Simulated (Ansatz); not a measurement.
Reaction (ligand exchange at the Si–C bond): `C[SiH](O)CS` + H–F → `O[SiH](F)CS` + CH₄

Computed with Ansatz on PBE0-D4/def2-TZVP structures; ΔE is electronic, products minus reactants. CBS: MP2 limit from def2 TZ/QZ plus the TZ coupled-cluster correction, frozen cores. This one scheme is used for every species. Functionals use def2-TZVPP. B3LYP here is the variant with VWN-RPA as its local correlation; programs differ in this. Each species was taken in one conformer, which may not be the lowest.

(1) Is it downhill or uphill in electronic energy at CCSD(T)/CBS, and by how much? (Estimate.)

(2) What do these levels give: PBE-D4, PBE0-D4, B3LYP-D4, ωB97X-V, B2PLYP, PBE, PBE0, HF/def2-TZVPP, SCS-MP2/def2-TZVPP, CCSD(T)/def2-TZVPP, HF/def2-QZVPP, MP2/CBS(def2)? (Estimate.)

Largest T1 diagnostic among the species: 0.011.

## Answers

(1) The calculation gave: Downhill: ΔE = -1.57 eV.

(2) The calculation gave: PBE-D4 -1.50, PBE0-D4 -1.51, B3LYP-D4 -1.64, ωB97X-V -1.62, B2PLYP -1.69, PBE -1.55, PBE0 -1.56, HF/def2-TZVPP -1.86, SCS-MP2/def2-TZVPP -1.64, CCSD(T)/def2-TZVPP -1.59, HF/def2-QZVPP -1.87, MP2/CBS(def2) -1.55 eV.

The D4 term adds +0.09 eV with B3LYP and +0.05 eV with PBE0; it sums over pairs of atoms, weighted by their polarisabilities, and B3LYP, whose exchange is more repulsive, gets the larger term. In def2-TZVPP, CCSD(T) changes the Hartree–Fock value by +0.27 eV (the triples alone add +0.03 eV) and MP2 by +0.29 eV.
